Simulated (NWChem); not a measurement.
System: C3H3NOSi; SMILES [SiH2](C#C)N=C=O

Here is an NWChem input.

```
start job
memory heap 200 mb stack 900 mb global 1100 mb
geometry units angstroms noautoz
  C      1.404555     2.638630    -0.010865
  C      0.480533     1.847375     0.004978
  Si    -0.927131     0.676750     0.028794
  N     -0.339640    -0.937342    -0.011246
  C      0.147567    -2.030746    -0.012601
  O      0.611840    -3.101494    -0.017211
  H      2.223484     3.336764    -0.025049
  H     -1.782743     0.904796    -1.165900
  H     -1.714195     0.871460     1.275651
end
basis spherical
  * library def2-tzvp
end
dft
  xc xpbe96 cpbe96
  iterations 150
  semidirect filesize 400000000
  mulliken
end
task dft energy
```

Coordinates come from a PBE0/def2-SVP optimisation.

Task: Predict the main results of this run. (PBE/def2-TZVP.) Quantities: energy (Ha); highest occupied level (eV); orbital gap (eV); dipole (D).

Result: 
- energy (Ha) = -535.25
- highest occupied level (eV) = -7.22
- orbital gap (eV) = 5.55
- dipole (D) = 2.21
